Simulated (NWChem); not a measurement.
A series in which one site is exchanged, each optimised at PBE0/def2-SVP with NWChem, gas phase unless a solvent is named. This build's default masses of Se (78.918 u) and Br (79.917 u) are each other's, which moves their modes by up to 0.6 %.

A: CC=C=CBr (C$_{4}$H$_{5}$Br; site = Br)
B: C(=CCl)=CC (C4H5Cl; site = Cl)
C: CC=C=CF (C4H5F; site = F)
D: C=C=CC (C$_{4}$H$_{6}$; site = H)

Values for A:

| Quantity | Result |
|---|---|
| dipole (D), PBE0/def2-SVP | 2.14 |
| orbital gap (eV), PBE0/def2-SVP | 6.37 |
| vertical ionisation energy, ΔSCF, PBE0/def2-SVP (eV) | 9.63 |
| static polarisability, PBE0/def2-SVPD (bohr³) | 77.9 |
| lowest singlet excitation, PBE0/def2-SVPD, TDA (eV) | 4.67 |

Task: How do these values change for the other members?

Result: 
```
change from A                                             B      C      D
----------------------------------------------------  -----  -----  -----
dipole (D), PBE0/def2-SVP                             -0.05  -0.12  -1.70
orbital gap (eV), PBE0/def2-SVP                       +0.42  +0.66  +1.31
vertical ionisation energy, ΔSCF, PBE0/def2-SVP (eV)  -0.37  -0.16  -0.28
static polarisability, PBE0/def2-SVPD (bohr³)          -8.7  -23.8  -24.4
lowest singlet excitation, PBE0/def2-SVPD, TDA (eV)   +0.32  +0.42  +0.99
```
